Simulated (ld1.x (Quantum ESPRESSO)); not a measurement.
# What one change does to a pseudopotential (Ni, TM)

- Element: Ni (Z = 28)
- Generator: ld1.x (Quantum ESPRESSO) 7.5
- Type: norm-conserving Troullier–Martins (Kleinman–Bylander form)
- Functional: PBE
- Relativity: fully relativistic
- Frozen core: [Ne]
- Valence charge: 18
- Reference configuration: 3s2 3p6 3d8 4s2 4p0
- Partial waves: 3s (bound): rc 0.95 bohr; 3p (bound): rc 0.95 bohr; 3d (bound): rc 1.35 bohr
- Local potential: the d channel
- Core correction: none

Open shells are filled in proportion to 2j + 1 (rel_dist='average').

Occupied shells without a wave of their own: 4s. They enter only through the test configuration that unscreens the potential.

All-electron outer shells of the reference configuration (PBE, scalar-relativistic, ld1.x):

```tsv
shell	level (eV)	outermost node (bohr)	outermost maximum (bohr)
2s	-981.83	0.07	0.21
2p	-844.68	–	0.16
3s	-111.06	0.30	0.64
3p	-71.39	0.27	0.65
3d	-8.87	–	0.63
4s	-5.64	0.92	2.24
4p	-1.22	1.00	3.17
```

Change: wave 3d (bound): rc 1.35 bohr becomes 3d (bound): rc 2.02 bohr.

Cutoffs: the cutoffs (Ry, on a coarse ladder) from which the occupation-weighted sum of valence levels, in a spherical-Bessel basis at the reference potential, stays within 10 and 1 mRy of its value at 400 Ry; they do not see the model core or the augmentation charge, which bear on the density cutoff. Errors are all-electron minus pseudo energies relative to the spin-unpolarised reference configuration.

Q: How do hardness, ghosts and transferability respond?

A: The potential gets softer (180 Ry and 300 Ry → 160 Ry and 260 Ry); of the 7 tests that both files solve, the error grows in 7 and shrinks in 0 by more than 15 % and 0.3 meV (median size 86.7 → 404.0 meV); neither file shows a bound ghost at the reference potential, the only one tested. A larger radius leaves more room for a smooth pseudo-wave, so fewer plane waves are needed. More of the atom is replaced by a form fitted at one configuration, so other configurations suffer. In the base the local d channel has no projectors, so it cannot carry the spin–orbit splitting, and the file is wrong for that shell. In the changed file the local d channel has no projectors, so it cannot carry the spin–orbit splitting, and the file is wrong for that shell.

```csv
quantity,base,changed
"cutoff, loose",180 Ry,160 Ry
"cutoff, tight",300 Ry,260 Ry
loose cutoff by channel (10 mRy a level),"s 140 Ry, p 70 Ry, d 120 Ry","s 140 Ry, p 70 Ry, d 70 Ry"
bound ghosts,none,none
"largest miss of a reference level, eV",0.14,0.14
"error for 3s2 3p6 3d8 4s1 4p0, meV [ΔE 9.32 eV]",+51,-279
"error for 3s2 3p6 3d8 4s0 4p0, meV [ΔE 26.67 eV]",+95,-1420
"error for 3s2 3p6 3d7 4s0 4p0, meV [ΔE 64.14 eV]",-87,-3726
"error for 3s2 3p6 3d8 4s1.5 4p0, meV [ΔE 3.72 eV]",+24,-81
"error for 3s2 3p6 3d8 4s0 4p2, meV [ΔE 9.50 eV]",-191,-2257
"error for 3s1 3p6 3d8 4s2 4p0, meV [ΔE 119.39 eV]",-31,+404
"error for 3s2 3p6 3d9 4s0 4p0, meV [ΔE 6.32 eV]",+149,+232
```

Changed file: These tests converged, but a pseudo level misses the all-electron one widely, so the file describes the atom poorly there or has found another state: 3s2 3p6 3d8 4s0 4p0: 3d by 2.2 eV; 3s2 3p6 3d7 4s0 4p0: empty 4s by 4.9 eV (a node warning on the way); 3s2 3p6 3d8 4s0 4p2: 3d by 3.0 eV. The 4s level has no wave, so the channel is fitted at the deeper level alone: the likely source of the large errors.
